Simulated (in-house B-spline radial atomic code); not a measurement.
**Ionising the chlorine ion Cl⁶⁺ with different functionals**

Computed with an all-electron radial atomic-structure program (B-spline basis): non-relativistic Hamiltonian, point nucleus, spin-polarised at highest spin, spherical fractional occupations for the functionals, and exact exchange of hybrids averaged over the configuration. The ionisation energy is the difference of two self-consistent energies, [Ne] 3s1 → [He] 2s2 2p6, without Breit or QED terms; ε is the level of the shell that loses the electron (its least bound occupied spin orbital).

```
   method                    rung  ΔSCF (eV)  -ε(3s) (eV)
     PBE0           global hybrid     114.44       108.71
    B3LYP           global hybrid     115.00       108.64
    TPSSh           global hybrid     114.13       107.64
   M06-2X           global hybrid     114.36       111.09
BHandHLYP           global hybrid     114.70       110.56
  r2SCAN0           global hybrid     113.79       108.97
    B97-1           global hybrid          ?            ?
    HSE06  range-separated hybrid          ?            ?
    wB97X  range-separated hybrid     112.82       111.15
CAM-B3LYP  range-separated hybrid     114.99       110.53
  LC-wPBE  range-separated hybrid     114.64       112.07
```

(1) What does B97-1 give?

(2) What does HSE06 give?

(3) Among the functionals, which spreads more, the ΔSCF values or the orbital energies?

(4) How do they compare with the NIST value?

Results:

(1) ΔSCF 114.01 eV, and -ε(3s) = 108.16 eV.

(2) ΔSCF 114.48 eV, and -ε(3s) = 108.36 eV.

(3) The orbital energies: ΔSCF values span about 2.18 eV and the orbital energies 4.43 eV.

(4) NIST lists 114.201 eV (measured, ground level to ground level). Errors run from -1.39 to +0.79 eV; TPSSh is closest (-0.07 eV), but part of that can be cancellation, since the calculations leave out relativity, Breit-QED terms.
